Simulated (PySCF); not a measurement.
PySCF job for B(H)(OH)(SiH3) (BH₅OSi), SMILES OB[SiH3], TDA-M06-2X/def2-SVPD. The structure is a stationary point at B3LYP-D3(BJ)/def2-TZVP. One conformer was computed; it need not be the lowest.

```python
import numpy as np
from pyscf import gto, scf, dft, tdscf

mol = gto.M(
    atom='''
    B    -0.59175591    0.76777193   -0.00000000
    H    -1.75751589    1.03577344    0.00000001
    O     0.24061287    1.83542050   -0.00000000
    H     1.17939921    1.61664213    0.00000000
    Si    0.06498140   -1.15626076    0.00000000
    H    -0.42566480   -1.88252845    1.19964173
    H    -0.42566482   -1.88252844   -1.19964173
    H     1.55358336   -1.22193164   -0.00000001
    ''',
    basis='def2-SVPD',
    charge=0,
    spin=0,
    symmetry=True,
    max_memory=1600,
    verbose=4,
)
mf = dft.RKS(mol, xc='m06-2x').density_fit(auxbasis='def2-universal-jkfit')
mf.grids.level = 4
mf.conv_tol = 1e-9
mf.max_cycle = 100
mf.kernel()
mf.grids = dft.Grids(mol).set(level=2).build(with_non0tab=True)  # coarser grid for the response kernel
td = tdscf.TDA(mf)
td.singlet = True
td.nstates = 10
td.conv_tol = 1e-4
td.kernel(x0=td.get_init_guess(mf, 15))
td.analyze()
tt = tdscf.TDA(mf)
tt.singlet = False
tt.nstates = 4
tt.conv_tol = 1e-4
tt.kernel(x0=tt.get_init_guess(mf, 9))
tt.analyze(verbose=3)
```

It prints:

```
PySCF version 2.14.0

[INPUT] verbose = 4
[INPUT] num. atoms = 8
[INPUT] num. electrons = 32
[INPUT] charge = 0
[INPUT] spin (= nelec alpha-beta = 2S) = 0
[INPUT] symmetry True subgroup None
[INPUT] Mole.unit = angstrom
[INPUT] Symbol           X                Y                Z      unit          X                Y                Z       unit  Magmom
[INPUT]  1 B     -0.591755910000   0.767771930000   0.000000000000 AA   -1.118256602493   1.450878673829   0.000000000000 Bohr   0.0
[INPUT]  2 H     -1.757515890000   1.035773440000   0.000000010000 AA   -3.321223691671   1.957328128699   0.000000018897 Bohr   0.0
[INPUT]  3 O      0.240612870000   1.835420500000   0.000000000000 AA    0.454692426346   3.468442068412   0.000000000000 Bohr   0.0
[INPUT]  4 H      1.179399210000   1.616642130000   0.000000000000 AA    2.228741498428   3.055010867134   0.000000000000 Bohr   0.0
[INPUT]  5 Si     0.064981400000  -1.156260760000   0.000000000000 AA    0.122797049191  -2.185016164981   0.000000000000 Bohr   0.0
[INPUT]  6 H     -0.425664800000  -1.882528450000   1.199641730000 AA   -0.804389892868  -3.557463192202   2.266994317299 Bohr   0.0
[INPUT]  7 H     -0.425664820000  -1.882528440000  -1.199641730000 AA   -0.804389930662  -3.557463173305  -2.266994317299 Bohr   0.0
[INPUT]  8 H      1.553583360000  -1.221931640000  -0.000000010000 AA    2.935847062082  -2.309116142541  -0.000000018897 Bohr   0.0

nuclear repulsion = 91.4278611756866
point group symmetry = Cs
symmetry origin: [ 4.13377580e-09  2.95269686e-09 -4.88661228e-18]
symmetry axis x: [ 1.00000000e+00 -1.83599303e-11 -1.37100433e-09]
symmetry axis y: [1.83599306e-11 1.00000000e+00 1.82412986e-10]
symmetry axis z: [ 1.37100433e-09 -1.82413267e-10  1.00000000e+00]
num. orbitals of irrep A' = 73
num. orbitals of irrep A" = 34
number of shells = 47
number of NR pGTOs = 155
number of NR cGTOs = 107
basis = def2-SVPD
ecp = {}


[settings echo left out]
init E= -392.348491092348
HOMO (A') = -0.298111337102127  LUMO (A") = -0.0767709092406914  gap/eV = 6.02298
cycle= 1 E= -392.312304244708  delta_E= 0.0362  |g|= 0.504  |ddm|= 2.82
HOMO (A') = -0.308840908023707  LUMO (A") = -0.00225857867665091  gap/eV = 8.34253
cycle= 2 E= -392.289015500215  delta_E= 0.0233  |g|= 0.645  |ddm|= 0.984
HOMO (A') = -0.333548770102076  LUMO (A") = -0.00977707902890534  gap/eV = 8.81028
cycle= 3 E= -392.366049820368  delta_E= -0.077  |g|= 0.0392  |ddm|= 0.569
HOMO (A') = -0.333855264376492  LUMO (A") = -0.00784804107797665  gap/eV = 8.87111
cycle= 4 E= -392.366460420621  delta_E= -0.000411  |g|= 0.00958  |ddm|= 0.0912
HOMO (A') = -0.333716818987932  LUMO (A") = -0.00665255760186145  gap/eV = 8.89987
cycle= 5 E= -392.366490761055  delta_E= -3.03e-05  |g|= 0.00166  |ddm|= 0.0267
HOMO (A') = -0.333998883046737  LUMO (A") = -0.00697706232992434  gap/eV = 8.89872
cycle= 6 E= -392.366491945288  delta_E= -1.18e-06  |g|= 0.000567  |ddm|= 0.00703
HOMO (A') = -0.333907931692806  LUMO (A") = -0.00686062545089072  gap/eV = 8.89941
cycle= 7 E= -392.366492064711  delta_E= -1.19e-07  |g|= 9.35e-05  |ddm|= 0.00155
HOMO (A') = -0.3339369373483  LUMO (A") = -0.00687887830393619  gap/eV = 8.89970
cycle= 8 E= -392.366492069867  delta_E= -5.16e-09  |g|= 2.58e-05  |ddm|= 0.000362
HOMO (A') = -0.33393068631278  LUMO (A") = -0.00687315656159004  gap/eV = 8.89969
cycle= 9 E= -392.366492070181  delta_E= -3.14e-10  |g|= 5.78e-06  |ddm|= 6.05e-05
HOMO (A') = -0.333931186520387  LUMO (A") = -0.00687325073639222  gap/eV = 8.89970
Extra cycle  E= -392.366492070191  delta_E= -9.89e-12  |g|= 4.58e-06  |ddm|= 1.52e-05
converged SCF energy = -392.366492070191
tot grids = 61208


******** <class 'pyscf.tdscf.rks.TDA'> for <class 'pyscf.df.df_jk.DFSymAdaptedRKS'> ********
nstates = 10 singlet
deg_eia_thresh = 1.000e-03
wfnsym = None
conv_tol = 0.0001
eigh lindep = 1e-12
eigh level_shift = 0
eigh max_cycle = 100


Excitation energies (eV)
[5.04799386 6.74758631 7.71825518 7.7787747  8.01263724 8.05573638
 8.18719411 8.37648106 8.71168984 8.82721254]

** Singlet excitation energies and oscillator strengths **
Excited State   1:   A"      5.04799 eV    245.61 nm  f=0.0061
      16 -> 17       -0.69000
Excited State   2:   A'      6.74759 eV    183.75 nm  f=0.0041
      16 -> 18        0.67478
Excited State   3:   A'      7.71826 eV    160.64 nm  f=0.0109
      14 -> 17        0.21218
      16 -> 18        0.14250
      16 -> 19        0.27930
      16 -> 20       -0.30584
      16 -> 21       -0.49689
Excited State   4:   A"      7.77877 eV    159.39 nm  f=0.0131
      15 -> 17        0.67563
Excited State   5:   A"      8.01264 eV    154.74 nm  f=0.0033
      16 -> 22        0.67689
Excited State   6:   A'      8.05574 eV    153.91 nm  f=0.0301
      14 -> 17        0.51697
      16 -> 19       -0.43530
Excited State   7:   A'      8.18719 eV    151.44 nm  f=0.0544
      14 -> 17        0.17797
      15 -> 18       -0.11290
      16 -> 19        0.31123
      16 -> 20       -0.32320
      16 -> 21        0.45179
      16 -> 23       -0.14413
Excited State   8:   A'      8.37648 eV    148.01 nm  f=0.2754
      14 -> 17       -0.28356
      15 -> 18        0.15881
      16 -> 19       -0.29989
      16 -> 20       -0.52185
Excited State   9:   A'      8.71169 eV    142.32 nm  f=0.0113
      13 -> 17        0.15867
      15 -> 18        0.48113
      15 -> 23       -0.16102
      16 -> 23       -0.42940
Excited State  10:   A"      8.82721 eV    140.46 nm  f=0.0102
      11 -> 17       -0.25510
      12 -> 17       -0.59620
      15 -> 22       -0.13662

** Transition electric dipole moments (AU) **
state          X           Y           Z        Dip. S.      Osc.
  1         0.0000     -0.0000      0.2216      0.0491      0.0061
  2        -0.1509      0.0468      0.0000      0.0250      0.0041
  3         0.1229     -0.2060     -0.0000      0.0575      0.0109
  4        -0.0000      0.0000     -0.2620      0.0686      0.0131
  5         0.0000      0.0000      0.1303      0.0170      0.0033
  6        -0.3718      0.1203      0.0000      0.1527      0.0301
  7        -0.1552     -0.4973      0.0000      0.2714      0.0544
  8        -0.6303      0.9719      0.0000      1.3419      0.2754
  9        -0.2305     -0.0061      0.0000      0.0531      0.0113
 10         0.0000      0.0000      0.2177      0.0474      0.0102

** Transition velocity dipole moments (imaginary part, AU) **
state          X           Y           Z        Dip. S.      Osc.
  1        -0.0000      0.0000     -0.0202      0.0004      0.0015
  2        -0.0097     -0.0087      0.0000      0.0002      0.0005
  3        -0.0041     -0.0444     -0.0000      0.0020      0.0047
  4        -0.0000      0.0000     -0.0259      0.0007      0.0016
  5         0.0000     -0.0000      0.0050      0.0000      0.0001
  6        -0.0719      0.0886     -0.0000      0.0130      0.0293
  7        -0.0227     -0.1161      0.0000      0.0140      0.0310
  8        -0.1920      0.2611      0.0000      0.1050      0.2274
  9        -0.0692     -0.0139      0.0000      0.0050      0.0104
 10         0.0000      0.0000      0.0066      0.0000      0.0001

** Transition magnetic dipole moments (imaginary part, AU) **
state          X           Y           Z
  1         0.7143      0.6606     -0.0000
  2        -0.0000     -0.0000      0.4471
  3         0.0000      0.0000      0.1018
  4         0.1496     -0.1553      0.0000
  5        -0.7665     -0.7010      0.0000
  6         0.0000     -0.0000     -0.1355
  7        -0.0000     -0.0000     -0.8636
  8         0.0000     -0.0000      0.5537
  9         0.0000      0.0000      0.7189
 10         0.3616     -1.4273     -0.0000


******** <class 'pyscf.tdscf.rks.TDA'> for <class 'pyscf.df.df_jk.DFSymAdaptedRKS'> ********
nstates = 4 triplet
deg_eia_thresh = 1.000e-03
wfnsym = None
conv_tol = 0.0001
eigh lindep = 1e-12
eigh level_shift = 0
eigh max_cycle = 100


Excitation energies (eV)
[4.42282937 6.48380001 7.09764432 7.32110819]

** Triplet excitation energies and oscillator strengths **
Excited State   1:   A"      4.42283 eV    280.33 nm  f=0.0000
Excited State   2:   A'      6.48380 eV    191.22 nm  f=0.0000
Excited State   3:   A'      7.09764 eV    174.68 nm  f=0.0000
Excited State   4:   A'      7.32111 eV    169.35 nm  f=0.0000
```

The calculation finished and met its thresholds.
